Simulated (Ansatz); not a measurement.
The cluster GaN₂⁻, relaxed as a singlet with RKS r2SCAN-D4/def2-TZVPD in Ansatz, starting from the GFN1-xTB geometry. Force threshold 0.02 eV/Å.

The restricted singlet is unstable: a solution with broken spin symmetry lies lower. The highest occupied level of the charge -1 singlet lies above zero (up to 2.18 eV). Its loss leaves the charge 0 doublet, which lies 0.36 eV higher (vertical, at r2SCAN-D4/def2-TZVPD), but this difference is unsure: the doublet is doubtful (geometry relaxed on an unsound state). At r2SCAN-D4/def2-TZVPD a triplet of charge -1 lies 0.13 eV below the restricted singlet, each at its own geometry. The structure comes from a short search, and lower isomers may exist.

Start:

```csv
atom,x (Å),y (Å),z (Å)
Ga1,0.379,1.235,0.083
N2,-0.159,-0.584,-0.673
N3,-0.220,-0.651,0.590
```

```csv
step,energy (eV),largest force component (eV/Å),SCF passes
1,-55356.3900,2.679,19
2,-55356.4642,1.386,23
3,-55356.5136,0.320,22
4,-55356.5140,0.177,24
5,-55356.5143,0.001,25
```

Force components are those of the run's own axes.

End:

```xyz
3

Ga    0.402    1.310    0.088
N    -0.172   -0.624   -0.641
N    -0.230   -0.686    0.553
```

By distances, no bond broke or formed. The bond that changes most is Ga1–N3, from 2.04 to 2.14 Å (atoms count from 1).

No frequencies were taken in this run, so the end may be a saddle point.

Hardware: 4 threads of Arm Neoverse V2 on a shared host. Wall time 4.3 s.
